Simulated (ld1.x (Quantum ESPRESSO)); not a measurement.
**An all-electron radial function and its pseudo partner (Ne (Z = 10))**

Columns: radius, all-electron u(r) and pseudo u(r) of the 2s shell (level -36.49 eV) of neon in the configuration [He] 2s2 2p6; BP86, scalar-relativistic, RRKJ scheme, ld1.x (Quantum ESPRESSO) 7.5.

| r (bohr) | all-electron | pseudo |
| --- | --- | --- |
| 0.042 | 0.3928 | -0.0169 |
| 0.085 | 0.4797 | -0.0464 |
| 0.128 | 0.3936 | -0.0975 |
| 0.170 | 0.2267 | -0.1719 |
| 0.212 | 0.0275 | -0.2689 |
| 0.255 | -0.1802 | -0.3850 |
| 0.298 | -0.3745 | -0.5086 |
| 0.340 | -0.5430 | -0.6276 |
| 0.382 | -0.6869 | -0.7374 |
| 0.425 | -0.8081 | -0.8353 |
| 0.467 | -0.9018 | -0.9146 |
| 0.510 | -0.9746 | -0.9790 |
| 0.552 | -1.0254 | -1.0263 |
| 0.595 | -1.0595 | -1.0595 |
| 0.638 | -1.0781 | -1.0781 |
| 0.680 | -1.0838 | -1.0838 |
| 0.722 | -1.0792 | -1.0792 |
| 0.765 | -1.0658 | -1.0658 |
| 0.807 | -1.0460 | -1.0460 |
| 0.850 | -1.0203 | -1.0203 |
| 0.892 | -0.9912 | -0.9912 |
| 0.935 | -0.9583 | -0.9583 |
| 0.977 | -0.9241 | -0.9241 |
| 1.020 | -0.8875 | -0.8875 |
| 1.062 | -0.8510 | -0.8510 |
| 1.105 | -0.8133 | -0.8133 |

Q: How many radial nodes do the two functions have?

A: The all-electron 2s function has n − l − 1 = 1; the pseudo-wave has 0, since the states of the same l below it are removed with the core.

Q: At about which radius was the pseudo-wave matched?

A: 0.60 bohr, where the columns begin to agree (steps of 0.04 bohr).

Q: Is the pseudo-wave norm-conserving?

A: Yes: the RRKJ scheme keeps the norm inside the radius equal to the all-electron one, which fixes the energy derivative of the logarithmic derivative at the level.
